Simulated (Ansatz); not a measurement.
```yaml
crystal:
  periodic: [false, false, false]
  atoms:
    - {symbol: C, position_ang: [0.658368, -0.466239, 1.672437]}
    - {symbol: C, position_ang: [0.058173, -0.621202, 0.394745]}
    - {symbol: F, position_ang: [0.814434, -1.181900, -0.520711]}
    - {symbol: F, position_ang: [-1.111319, -1.100547, 0.411785]}
    - {symbol: O, position_ang: [-0.106172, 0.820215, -0.171641]}
    - {symbol: C, position_ang: [-0.687852, 0.684081, -1.617643]}
    - {symbol: F, position_ang: [0.297898, 0.838548, -2.450997]}
    - {symbol: H, position_ang: [0.838256, -1.177816, 1.957491]}
    - {symbol: H, position_ang: [0.104713, 0.198734, 2.425081]}
    - {symbol: H, position_ang: [1.683188, 0.004232, 1.327664]}
    - {symbol: H, position_ang: [-1.208472, 1.662825, -1.544334]}
    - {symbol: H, position_ang: [-1.334699, -0.017860, -1.558897]}
basis:
  gaussian: {orbitals: aug-cc-pVDZ}
magnetization: {spin_polarized: true, initial_magnetization: 2}
hamiltonian: {xc: {name: LC-wPBE}, pseudopotentials: {relativity: none}}
accuracy: high
output: {forces: true}
```

```sh
$ ansatz run in.yaml --threads 4 --pin off --events-out ev --progress --plain --max-ram 11315MiB
```

Output, abridged:

```
Functional definition: LC-wPBE
4199 factors; integrals over basis functions are off by at most 3.5e-9 eV
967 factors; integrals over basis functions are off by at most 2.4e-9 eV
mean field evaluation 1: about -13363.6661 eV, gradient 4.1e1 eV
mean field evaluation 2: about -13363.9977 eV, gradient 4.4e1 eV
mean field evaluation 4: about -13370.7360 eV, gradient 4.2e0 eV
mean field evaluation 8: about -13371.2370 eV, gradient 9.2e-1 eV
mean field evaluation 16: about -13371.3934 eV, gradient 2.8e-1 eV
mean field evaluation 32: about -13371.2743 eV, gradient 4.5e-1 eV
mean field -13371.39481438 eV, -491.3896959715 hartree, gradient 2.9e-8 eV, S^2 2.005236; 6 other end points of the search recorded, 0 dependent functions left out
reference -13371.39481438 eV, -491.3896959716 hartree; 30, 28 occupied and 176, 178 virtual orbitals, 4199 factors
Total energy: -13371.39481438 eV, -491.3896959716 hartree
Atom 0 at     0.658368    -0.466239     1.672437 Å, force    -2.686647    25.804732    -8.154379 eV/Å
Atom 1 at     0.058173    -0.621202     0.394745 Å, force     0.882346     3.496071    -0.043854 eV/Å
Atom 2 at     0.814434    -1.181900    -0.520711 Å, force     0.855012    -1.002407    -0.726497 eV/Å
Atom 3 at    -1.111319    -1.100547     0.411785 Å, force    -3.753908    -2.002595    -0.186401 eV/Å
Atom 4 at    -0.106172     0.820215    -0.171641 Å, force     3.269456    -0.047777     5.888767 eV/Å
Atom 5 at    -0.687852     0.684081    -1.617643 Å, force    -2.595487     7.374952    -5.088932 eV/Å
Atom 6 at     0.297898     0.838548    -2.450997 Å, force     2.708322    -0.805759    -1.781773 eV/Å
Atom 7 at     0.838256    -1.177816     1.957491 Å, force     6.248254   -25.135855    10.779819 eV/Å
Atom 8 at     0.104713     0.198734     2.425081 Å, force     0.778306    -0.937127    -1.451354 eV/Å
Atom 9 at     1.683188     0.004232     1.327664 Å, force    -1.820473    -0.486396     1.377266 eV/Å
Atom 10 at    -1.208472     1.662825    -1.544334 Å, force    -0.129523    -0.134786     0.083115 eV/Å
Atom 11 at    -1.334699    -0.017860    -1.558897 Å, force    -3.755657    -6.123054    -0.695776 eV/Å
Dipole moment:     0.199193    -0.279991     0.893653 e Å
```

Run time 44 s (4 threads of an Arm Neoverse V1 on a shared host); peak host memory 1.8 GiB.
